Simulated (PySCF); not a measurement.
**Germanium: a sound run and one with changed settings**

Sound run: Ge [Ar] 3d10 4s2 4p2, Ge⁺ [Ar] 3d10 4s2 4p1. Computed with PySCF 2.14 in def2-TZVP, with no relativity, point nucleus. In the sound run the correlated levels freeze [Ar] 3d10. The sound run starts from symmetry-adapted Hartree-Fock orbitals and uses a fine grid where one is needed.

Changed run: the spin-free X2C one-electron Hamiltonian (Gaussian nucleus). This setting is unsound on purpose.

```json
{"species": "Ge", "method": "UHF", "sound run (hartree)": "-2075.32100", "changed run (hartree)": "-2092.48411", "converged": "yes"}
{"species": "Ge", "method": "PBE0", "sound run (hartree)": "-2076.65516", "changed run (hartree)": "-2093.81280", "converged": "yes"}
{"species": "Ge", "method": "M06-2X", "sound run (hartree)": "-2076.92491", "changed run (hartree)": "-2094.07303", "converged": "yes"}
{"species": "Ge", "method": "MP2", "sound run (hartree)": "-2075.37094", "changed run (hartree)": "-2092.53372", "converged": "yes"}
{"species": "Ge", "method": "CCSD(T)", "sound run (hartree)": "-2075.38759", "changed run (hartree)": "-2092.55003", "converged": "yes"}
{"species": "Ge⁺", "method": "UHF", "sound run (hartree)": "-2075.04761", "changed run (hartree)": "-2092.21118", "converged": "yes"}
{"species": "Ge⁺", "method": "PBE0", "sound run (hartree)": "-2076.36328", "changed run (hartree)": "-2093.52144", "converged": "yes"}
{"species": "Ge⁺", "method": "M06-2X", "sound run (hartree)": "-2076.64030", "changed run (hartree)": "-2093.78872", "converged": "yes"}
{"species": "Ge⁺", "method": "MP2", "sound run (hartree)": "-2075.08499", "changed run (hartree)": "-2092.24825", "converged": "yes"}
{"species": "Ge⁺", "method": "CCSD(T)", "sound run (hartree)": "-2075.09966", "changed run (hartree)": "-2092.26256", "converged": "yes"}
```

Ionisation energy of Ge:

```json
{"method": "UHF", "sound run (eV)": "7.439", "changed run (eV)": "7.427"}
{"method": "PBE0", "sound run (eV)": "7.942", "changed run (eV)": "7.928"}
{"method": "M06-2X", "sound run (eV)": "7.744", "changed run (eV)": "7.736"}
{"method": "MP2", "sound run (eV)": "7.781", "changed run (eV)": "7.768"}
{"method": "SCS-MP2", "sound run (eV)": "7.708", "changed run (eV)": "7.694"}
{"method": "CCSD", "sound run (eV)": "7.808", "changed run (eV)": "7.796"}
{"method": "CCSD(T)", "sound run (eV)": "7.835", "changed run (eV)": "7.822"}
```

Most of the change in total energy is the relativistic energy itself. On top of that the contraction fixes the core shape for the Hamiltonian it was made with, so the changed run is not a good calculation with the other Hamiltonian either.

For comparison, NIST gives 7.899 eV between the lowest levels.
